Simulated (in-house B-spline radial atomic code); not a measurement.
Inner-shell binding energies (edges) and X-ray emission energies of free atoms and ions, as differences of relaxed hole-state energies with first-order Breit, QED and recoil terms, without correlation or multiplet splittings, in NIST's listed ground configurations. For neutral atoms such line energies lie within some 1 to 5 eV of tabulated X-ray lines (up to 20 eV for the heaviest). L2 = 2p1/2, L3 = 2p3/2, M4 = 3d3/2, M5 = 3d5/2. A dash marks a subshell that is part filled or wasn't run, or a line left out. Computed with an all-electron radial atomic-structure program (B-spline basis): Dirac-Hartree-Fock, average of the configuration, finite nuclei.

| ion | configuration | L3 edge (eV) | M5 edge (eV) | L3-M5 (eV) | L2-M4 (eV) |
| --- | --- | --- | --- | --- | --- |
| Pr+ | [Xe] 4f3 6s1 | 5973.51 | 939.89 | 5033.62 | 5489.91 |
| Nd+ | [Xe] 4f4 6s1 | ? | ? | ? | ? |
| Pm+ | [Xe] 4f5 6s1 | 6470.9 | 1039.7 | 5431.2 | 5960.91 |
| Sm+ | [Xe] 4f6 6s1 | 6726.8 | 1090.91 | 5635.89 | 6205.71 |
| Eu+ | [Xe] 4f7 6s1 | 6987.54 | 1143.02 | 5844.52 | 6456.85 |
| Tb+ | [Xe] 4f9 6s1 | 7523.66 | 1250.05 | 6273.61 | 6978.66 |
| Dy+ | [Xe] 4f10 6s1 | ? | ? | ? | ? |
| Ho+ | [Xe] 4f11 6s1 | 8079.44 | 1360.91 | 6718.53 | 7527.36 |

(1) Fill in the row of Nd+.

(2) Fill in the row of Dy+.

## Answers

(1) L3 edge (eV): 6219.82; M5 edge (eV): 989.37; L3-M5 (eV): 5230.44; L2-M4 (eV): 5722.35.

(2) L3 edge (eV): 7799.08; M5 edge (eV): 1305; L3-M5 (eV): 6494.09; L2-M4 (eV): 7249.58.
